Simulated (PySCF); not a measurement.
Curvature of the energy in the electron number along group 15, charge +2

Calculated with PySCF 2.14, in aug-cc-pVDZ, non-relativistic, aug-cc-pV(D+d)Z, non-relativistic, aug-cc-pVDZ-PP with ECP10MDF, ECP, aug-cc-pVDZ-PP with ECP28MDF, ECP, aug-cc-pVDZ-PP with ECP60MDF, ECP: one orbital is emptied in steps, and each cell gives the departure of E from the straight line at half an electron, in eV (from a cubic fit). The exact functional gives zero.

```tsv
species	orbital	LDA	PBE	r2SCAN	PBE0	BHandHLYP	LC-wPBE	wB97X	UHF
N²⁺	2p alpha	-2.33	-2.29	-2.07	-1.68	-1.08	-0.96	-0.98	0.16
P²⁺	3p alpha	-1.35	-1.32	-1.22	-0.97	-0.64	-0.25	-0.33	0.09
As²⁺	4p alpha	-1.25	-1.21	-1.13	-0.88	-0.60	-0.18	-0.30	0.08
Bi²⁺	6p alpha	-1.04	-1.01	-0.92	-0.73	-0.51	-0.08	-0.19	0.06
```

Problem. Estimate the missing row, Sb²⁺.

Solution. The calculation gives LDA -1.09; PBE -1.05; r2SCAN -0.97; PBE0 -0.76; BHandHLYP -0.53; LC-wPBE -0.10; wB97X -0.22; UHF 0.07.

Problem. How does the mean departure depend on the functional?

Solution. LDA -1.41 eV; PBE -1.37 eV; r2SCAN -1.26 eV; PBE0 -1.01 eV; BHandHLYP -0.67 eV; LC-wPBE -0.32 eV; wB97X -0.40 eV; UHF 0.09 eV. Semilocal functionals are convex (delocalisation error), Hartree-Fock is concave or straight, and exact exchange removes curvature roughly in proportion to its share, so among the functionals the range-separated hybrids usually come closest to zero.

No spin-orbit coupling is included.
